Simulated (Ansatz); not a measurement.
Start from `CCB1CC1` and change one atom or group to get `CB1CC1`.

Ansatz, PBE0-D4/def2-TZVP geometries, multiplicity 1. Each molecule was computed in one conformer, which needn't be the lowest.

| property | `CCB1CC1` |
| --- | --- |
| HOMO energy (B3LYP/def2-TZVPP) / eV | -6.72 |
| HOMO energy (PBE0/def2-TZVPP) / eV | -6.91 |
| HOMO energy (ωB97M-V/def2-TZVPP) / eV | -9.20 |
| HOMO–LUMO gap (B3LYP/def2-TZVPP) / eV | 5.80 |
| HOMO–LUMO gap (ωB97M-V/def2-TZVPP) / eV | 10.49 |
| LUMO energy (ωB97M-V/def2-TZVPP) / eV | 1.29 |

(1) Give the same properties after the change, and the shifts. (An estimate is asked.)

## Answers

(1) Computed: 
| property | `CB1CC1` | shift |
| --- | --- | --- |
| HOMO energy (B3LYP/def2-TZVPP) / eV | -6.74 | -0.02 |
| HOMO energy (PBE0/def2-TZVPP) / eV | -6.93 | -0.02 |
| HOMO energy (ωB97M-V/def2-TZVPP) / eV | -9.22 | -0.02 |
| HOMO–LUMO gap (B3LYP/def2-TZVPP) / eV | 5.90 | 0.10 |
| HOMO–LUMO gap (ωB97M-V/def2-TZVPP) / eV | 10.62 | 0.13 |
| LUMO energy (ωB97M-V/def2-TZVPP) / eV | 1.40 | 0.11 |

B3LYP here is the variant with VWN-RPA as its local correlation; programs differ in this.
